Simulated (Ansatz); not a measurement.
`[OH][Al]1[O][GeH2][SiH2]1`. Charge 0, multiplicity 1. The structure was optimised at the PBE0-D4/def2-TZVP level. It is one conformer, not always the lowest.

```xyz
10

O    -0.671   -2.536    1.446
Al   -0.295   -1.062    0.719
O    -0.119    0.413    1.560
Ge    0.281    1.657    0.299
Si    0.180   -0.007   -1.431
H    -0.771   -3.362    0.978
H    -0.815    2.738    0.339
H     1.651    2.264    0.652
H    -0.904    0.176   -2.432
H     1.464   -0.279   -2.131
```

**Question.** What is the dipole moment at PBE/def2-TZVPP? (An estimate is asked.)

**Answer.** Ansatz gave: 2.23 D, with components (0.04, -1.08, -1.95) D in this frame, pointing from negative to positive charge.

**Question.** And with r2SCAN, B3LYP, ωB97M-V? (An estimate is asked.)

**Answer.** The calculation gave: r2SCAN 2.32 D, B3LYP 2.50 D, ωB97M-V 2.50 D.

**Question.** Give the Mulliken charges with PBE, ωB97M-V, r2SCAN in def2-TZVPP. (An estimate is asked.)

**Answer.** Computed: 
```json
{"atom": "O1", "PBE": "-0.35", "ωB97M-V": "-0.38", "r2SCAN": "-0.42"}
{"atom": "Al2", "PBE": "0.52", "ωB97M-V": "0.58", "r2SCAN": "0.67"}
{"atom": "O3", "PBE": "-0.41", "ωB97M-V": "-0.48", "r2SCAN": "-0.50"}
{"atom": "Ge4", "PBE": "0.33", "ωB97M-V": "0.27", "r2SCAN": "0.34"}
{"atom": "Si5", "PBE": "-0.14", "ωB97M-V": "-0.13", "r2SCAN": "-0.11"}
{"atom": "H6", "PBE": "0.18", "ωB97M-V": "0.16", "r2SCAN": "0.19"}
{"atom": "H7", "PBE": "-0.03", "ωB97M-V": "0.00", "r2SCAN": "-0.03"}
{"atom": "H8", "PBE": "-0.03", "ωB97M-V": "0.00", "r2SCAN": "-0.03"}
{"atom": "H9", "PBE": "-0.04", "ωB97M-V": "-0.01", "r2SCAN": "-0.06"}
{"atom": "H10", "PBE": "-0.04", "ωB97M-V": "-0.01", "r2SCAN": "-0.06"}
```

B3LYP here is the variant with VWN-RPA as its local correlation; programs differ in this.
